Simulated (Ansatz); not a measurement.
Start from `O[SiH](Cl)[SiH](Cl)Cl` and change one atom or group to get `O[SiH](Cl)[Si](O)(Cl)Cl`.

Ansatz, PBE0-D4/def2-TZVP geometries, multiplicity 1. Each molecule was computed in one conformer, which needn't be the lowest.

```
                                        property  `O[SiH](Cl)[SiH](Cl)Cl`
           HOMO energy (ωB97M-V/def2-TZVPP) / eV                   -10.15
size of the dipole moment (B3LYP/def2-TZVPP) / D                     1.30
               HOMO energy (PBE/def2-TZVPP) / eV                    -6.88
           HOMO–LUMO gap (B3LYP/def2-TZVPP) / eV                     6.78
         HOMO–LUMO gap (ωB97M-V/def2-TZVPP) / eV                    10.98
  size of the dipole moment (PBE/def2-TZVPP) / D                     1.24
```

Problem. What does the change do to each property? (An estimate is asked.)

Solution. Ansatz gave: 
```tsv
property	`O[SiH](Cl)[Si](O)(Cl)Cl`	shift
HOMO energy (ωB97M-V/def2-TZVPP) / eV	-10.32	-0.17
size of the dipole moment (B3LYP/def2-TZVPP) / D	1.84	0.54
HOMO energy (PBE/def2-TZVPP) / eV	-7.02	-0.14
HOMO–LUMO gap (B3LYP/def2-TZVPP) / eV	7.23	0.45
HOMO–LUMO gap (ωB97M-V/def2-TZVPP) / eV	11.44	0.46
size of the dipole moment (PBE/def2-TZVPP) / D	1.80	0.56
```

With PBE0 the HOMO falls by 0.16 eV and the LUMO rises by 0.29 eV, so the gap widens by about 0.45 eV. PBE moves the HOMO by -0.14 eV and ωB97M-V by -0.17 eV. Dipoles are sizes alone; their direction can turn.

B3LYP here is the variant with VWN-RPA as its local correlation; programs differ in this.
